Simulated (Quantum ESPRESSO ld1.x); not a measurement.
The numbers below are computed, except where a source is named.
The hafnium ion Hf+, 71 electrons, occupied as [Xe] 4f13.5 5d1.5 6s2 (fractional occupations, a model configuration).

Code: ld1.x of Quantum ESPRESSO 7.5. Model: scalar-relativistic Kohn-Sham, LDA (Slater exchange, Perdew-Zunger correlation), spin-polarised, spherical densities, point nucleus; open shells are filled with parallel spins first.

Energy parts (eV):
total: -410039.1
kinetic: 449230.5
electron-nucleus: -1010915.1
Hartree: 159755.7
exchange-correlation: -8110.2

Orbitals (lengths in bohr, moments of r in powers of bohr; <r^-3> diverges for s and p1/2):
orbital,occ.,eigenvalue (eV),<r>,<r^4>,<r^-3>
1s down,1,-65245.8,0.01900,6.632e-07,-
1s up,1,-65245.8,0.01900,6.632e-07,-
2s up,1,-11171.1,0.08042,0.0001009,-
2s down,1,-11171.0,0.08042,0.0001009,-
2p up,3,-9814.23,0.07175,0.00007824,17770
2p down,3,-9814.17,0.07175,0.00007824,17770
3s up,1,-2556.20,0.2089,0.003744,-
3s down,1,-2555.91,0.2088,0.003743,-
3p up,3,-2150.93,0.2087,0.003997,3918
3p down,3,-2150.64,0.2087,0.003996,3919
3d up,5,-1670.38,0.1891,0.003099,509.6
3d down,5,-1670.14,0.1890,0.003098,509.7
4s up,1,-525.782,0.4682,0.08911,-
4s down,1,-525.244,0.4682,0.08912,-
4p up,3,-392.651,0.4975,0.1186,903.8
4p down,3,-392.125,0.4975,0.1186,903.5
4d up,5,-220.611,0.5344,0.1784,99.81
4d down,5,-220.088,0.5344,0.1783,99.78
5s up,1,-79.0931,1.125,2.996,-
5s down,1,-78.3755,1.123,2.977,-
5p up,3,-47.0363,1.320,6.069,124.6
5p down,3,-46.2120,1.318,6.037,125.4
4f up,7,-30.7112,0.6629,0.8161,15.92
4f down,6.5,-30.1410,0.6618,0.8060,15.94
6s up,1,-12.6243,3.023,157.7,-
5d up,1.5,-12.0900,2.075,48.39,5.932
6s down,1,-12.0477,3.079,171.0,-
5d down,0,-11.2315,2.107,53.30,5.836

The highest occupied level is 6s down at -12.048 eV. The density falls to 0.001 e/bohr^3 at r = 4.54 bohr. Spin moment in Bohr magnetons: 2.
